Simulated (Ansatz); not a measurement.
Species: C2H6AlF, charge 0, multiplicity 1. SMILES: [CH3][Al]([F])[CH3]
Geometry: optimised at B3LYP-D3(BJ)/def2-TZVP (Ansatz, a program for electronic structure).

Quantity: vertical ionisation energy (to the doublet state of charge +1; each state is the SCF solution reached for its spin), in eV. Correlated levels leave the core frozen unless marked. UHF or UKS for open shells. No spin-orbit coupling. No relativistic terms. Basis-set limits of correlation are two-point, X^-3; Hartree-Fock from the larger set. The bracket is a focal-point correction in the basis named.

Level to compare with: RI-MP2/CBS(aug-cc-pV(T+d)Z,aug-cc-pV(Q+d)Z)+[CCSD(T)-MP2]/aug-cc-pV(T+d)Z (Ansatz), 10.48 eV. It is a level with limits of its own, and the differences hold the functionals' basis error too.

**Question.** Rank these functionals by how close they come to RI-MP2/CBS(aug-cc-pV(T+d)Z,aug-cc-pV(Q+d)Z)+[CCSD(T)-MP2]/aug-cc-pV(T+d)Z, closest first: SVWN5/def2-TZVPD (Ansatz); wB97X-V/def2-TZVPD (Ansatz); BHLYP/def2-TZVPD (Ansatz).

**Answer.** wB97X-V/def2-TZVPD (range-separated hybrid with VV10, 10.29 eV, difference -0.19), BHLYP/def2-TZVPD (global hybrid, 10.16 eV, difference -0.32), SVWN5/def2-TZVPD (LDA, 9.97 eV, difference -0.51)
